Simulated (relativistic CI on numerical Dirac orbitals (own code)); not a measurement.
# Fe4+ in a cubic cluster: 1s photoemission with charge transfer

Computed with a charge-transfer multiplet model of a cubic metal-ligand cluster with up to 2 ligand holes, Slater and spin-orbit integrals from Dirac-Coulomb-Breit ions, Slater integrals scaled by 0.9. The ground state mixes d4 with configurations of k ligand holes L, whose averages lie at kΔ + k(k − 1)U_dd/2; a core hole lowers each added d electron by U_cd. 300 K, Lorentzian 1.1 eV and Gaussian 0.6 eV FWHM.

Atomic integrals in eV (Slater integrals scaled, ζ unscaled), ground: F2dd 11.671, F4dd 7.336, zeta_d 0.064; with the core hole: F2dd 13.107, F4dd 8.268, zeta_d 0.091, G2cd 0.076.

Cluster parameters (eV): Δ = 2.9, U_dd = 6.6, U_cd = 7.6, 10Dq = 0.25, 10Dq(ligand) = 1.3, final-state hopping factor = 0.9.

```tsv
Case	n_d	d4	d5L	d6L2	S
V(eg) = 1.7 eV, V(t2g) = -0.84 eV	4.62	0.41	0.56	0.03	2.00
V(eg) = 2.3 eV, V(t2g) = -1.13 eV	4.64	0.41	0.54	0.05	2.00
V(eg) = 2.6 eV, V(t2g) = -1.28 eV	4.65	0.40	0.54	0.06	2.00
```

Weights, n_d and S are thermal averages at 300 K. Binding energies count from the first peak over 30 % of the highest in each spectrum, which can be another peak from case to case. The parameters are a model scan and need not match a compound or its usual spin state. Peaks in eV (height, largest 100):
- V(eg) = 1.7 eV, V(t2g) = -0.84 eV: 0.0 (100), 4.7 (7), 7.7 (14), 10.4 (12)
- V(eg) = 2.3 eV, V(t2g) = -1.13 eV: 0.0 (100), 4.8 (8), 9.0 (14), 11.7 (8)
- V(eg) = 2.6 eV, V(t2g) = -1.28 eV: 0.0 (100), 5.0 (7), 9.8 (14), 12.5 (6)

Curve for V(eg) = 2.6 eV, V(t2g) = -1.28 eV (points under 2 left out, the grid thinned):

```tsv
E (eV)	Intensity
-3.9	2.4
-3.5	3.0
-3.1	3.8
-2.7	5.0
-2.2	7.5
-1.8	11.1
-1.4	18.0
-1.0	32.6
-0.6	62.2
-0.2	96.2
0.2	90.6
0.7	46.1
1.1	24.4
1.5	14.4
1.9	9.4
2.3	6.7
2.7	5.1
3.1	4.2
3.5	3.8
4.0	4.0
4.4	5.1
4.8	6.8
5.2	6.9
5.6	5.3
6.0	4.0
6.4	3.3
6.9	2.7
7.3	2.5
7.7	2.5
8.1	3.0
8.5	4.2
8.9	6.7
9.3	10.7
9.7	13.7
10.2	11.4
10.6	7.6
11.0	5.6
11.4	5.0
11.8	5.0
12.2	5.9
12.6	6.1
13.1	4.4
13.5	3.0
13.9	2.3
14.3	2.0
```

For the case V(eg) = 2.6 eV, V(t2g) = -1.28 eV, Δ = 2.9 eV is smaller than U_dd = 6.6 eV, the charge-transfer side of the Zaanen-Sawatzky-Allen scheme. With the core hole the average of the configuration with one ligand hole lies at Δ − U_cd = -4.7 eV before mixing: the effective hopping of about 4.1 eV (from the holes of the mixed ground state) is comparable with this gap or larger, so the configurations mix strongly.
